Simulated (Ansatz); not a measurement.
A structure relaxed at PBE0-D4/def2-TZVP, charge 0, multiplicity 1:

```xyz
13

C     0.547   -0.662   -2.207
O     0.895   -0.614   -0.849
B     0.138   -0.051    0.124
S    -1.492    0.759   -0.138
O     0.649   -0.106    1.377
C    -0.020    0.434    2.492
H    -0.383   -1.219   -2.364
H     1.350   -1.176   -2.735
H     0.439    0.342   -2.631
H    -1.559    0.571   -1.463
H    -0.989   -0.051    2.648
H     0.605    0.261    3.368
H    -0.178    1.511    2.379
```

Problem. Give its formula and SMILES.

Solution. C2H7BO2S, `COB(S)OC`.

Problem. Point group (tolerance 0.08 Å, 0.16 Å for H)?

Solution. Cs.

Problem. Summarise the bond lengths by kind.

Solution. 2 × C–O 1.403 to 1.409 Å; 6 × C–H 1.090 to 1.095 Å; 2 × B–O 1.354 to 1.355 Å; 1 × B–S 1.838 Å; 1 × H–S 1.340 Å.

Results of the Gaussian-basis code of Ansatz.
